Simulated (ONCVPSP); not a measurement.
**An all-electron radial function and its pseudo partner (titanium)**

Columns: radius, all-electron u(r) and pseudo u(r) of the 3s shell (level -63.32 eV) of titanium in the configuration [Ne] 3s2 3p6 3d2 4s1.5 4p0.5; PBE, scalar-relativistic, ONCV scheme, ONCVPSP 4.0.1.

```
r (bohr)  all-electron  pseudo
   0.132       -0.3021  0.1941
   0.265       -0.5292  0.3953
   0.398       -0.0107  0.5981
   0.530        0.5553  0.7844
   0.663        0.9296  0.9322
   0.795        1.0920  1.0173
   0.928        1.1020  1.0312
   1.060        1.0216  0.9795
   1.193        0.8977  0.8799
   1.325        0.7623  0.7571
   1.458        0.6307  0.6298
   1.590        0.5133  0.5132
   1.723        0.4116  0.4115
   1.855        0.3272  0.3272
   1.988        0.2576  0.2576
   2.120        0.2020  0.2019
   2.252        0.1575  0.1575
   2.385        0.1222  0.1222
   2.518        0.0945  0.0945
   2.650        0.0730  0.0730
   2.782        0.0563  0.0563
   2.915        0.0432  0.0432
   3.048        0.0331  0.0331
   3.180        0.0254  0.0254
   3.312        0.0195  0.0195
   3.445        0.0149  0.0149
```

(1) How many radial nodes do the two functions have?

(2) At about which radius was the pseudo-wave matched?

(3) Is the pseudo-wave norm-conserving?

Answers

(1) The all-electron 3s function has n − l − 1 = 2 (the table is too coarse to show those close to the nucleus); the pseudo-wave has 0, since the states of the same l below it are removed with the core.

(2) 1.85 bohr. The columns agree to 0.0005 from 1.59 bohr on; several derivatives are matched, so the curves merge somewhat inside the radius.

(3) Yes: the ONCV scheme keeps the norm inside the radius equal to the all-electron one, which fixes the energy derivative of the logarithmic derivative at the level.
